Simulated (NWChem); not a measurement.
ZnSH cation; SMILES [Zn+][SH]

Program: NWChem. The level has its own optimisation; frequencies are unscaled.

Problem. What does the run give for B3LYP/3-21G? Quantities: r S–Zn (Å); r H–S (Å); highest harmonic frequency (cm⁻¹); lowest (cm⁻¹); zero-point energy (kcal/mol).

Solution. 
| Quantity | Value |
|---|---|
| r S–Zn (Å) | 2.178 |
| r H–S (Å) | 1.379 |
| highest harmonic frequency (cm⁻¹) | 2439 |
| lowest (cm⁻¹) | 392 |
| zero-point energy (kcal/mol) | 5.0 |
